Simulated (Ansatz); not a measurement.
Coupled-cluster diagnostics for the cluster Ca₂Cl₂⁺ (the lowest doublet isomer of a short search), Ansatz.

Geometry of the doublet (r2SCAN-D4/def2-TZVP):

```xyz
4

Ca   -1.183    0.814   -1.221
Ca    1.182   -0.815    1.220
Cl    0.925   -0.683   -1.351
Cl   -0.924    0.683    1.352
```

Correlated methods freeze 20 core orbitals; core or outer-core shells of Ca are correlated, in sets that lack core-valence functions. In the quartet, Cl3 and Cl4 lie 2.62 Å apart (atoms count from 1), so these atoms are partly bonded to each other. The structure comes from a short search, and lower isomers may exist.

Geometry of the charge 1 quartet (r2SCAN-D4/def2-TZVP):

```csv
atom,x (Å),y (Å),z (Å)
Ca1,0.470,-2.087,-1.290
Ca2,-0.467,2.089,1.288
Cl3,-0.948,0.311,-0.849
Cl4,0.945,-0.313,0.851
```

Question: Estimate the CCSD(T) correlation energy, the shares of MP2 and (T), T1 and the reference's ⟨S²⟩ for: charge 1, doublet, own geometry in def2-TZVPP; charge 1, quartet, own geometry in def2-TZVPP; and the rough time on 4 threads of Arm Neoverse V1 on a shared host.

Answer: 
| state | basis | correlation (eV) | MP2 share (%) | (T) share (%) | T1 | ⟨S²⟩ (pure) | wall time | remarks |
| --- | --- | --- | --- | --- | --- | --- | --- | --- |
| charge 1, doublet, own geometry | def2-TZVPP | -23.202 | 89.5 | 3.0 | 0.060 | 0.75 (0.75) | 1.8 min | large T1 |
| charge 1, quartet, own geometry | def2-TZVPP | -22.782 | 89.2 | 3.0 | 0.014 | 3.77 (3.75) | 35 s | – |
Customary marks for T1 are 0.02 (closed shells), 0.045 (open shells) and about 0.05 (3d metals). T1 exceeds 0.02 in 1 of 2 rows and 0.045 in 1; the higher it lies, the less the single-reference result can be trusted.
